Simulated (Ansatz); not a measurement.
Mulliken charges of CH$_{3}$AlFN, SMILES `N=[C](F)[AlH2]` from r2SCAN/def2-TZVPP in Ansatz (PBE0-D4/def2-TZVP geometry).

```csv
atom,x (Å),y (Å),z (Å),charge (e)
N1,0.153,-1.769,0.063,-0.209
C2,0.347,-0.616,0.514,0.015
F3,1.023,-0.546,1.685,-0.190
Al4,-0.214,1.122,-0.274,0.510
H5,-0.359,-1.726,-0.815,0.172
H6,0.113,2.500,0.420,-0.146
H7,-1.002,0.967,-1.638,-0.152
```

Question: By hand: the dipole of these point charges (1 e Å = 4.8032 D).

Answer: Σ q r = (-0.256, 0.228, -0.418) e Å, of length 0.541 e Å = 2.60 D.

Question: How does the dipole of the full density compare? (Estimate.)

Answer: Computed: (-0.229, 0.395, -0.353) e Å, 2.77 D; the point charges give 0.94 times that, at 18° from its direction.

Point charges leave out the atoms' own dipoles, such as those of lone pairs, and Mulliken's split depends on the basis, so the two needn't agree.
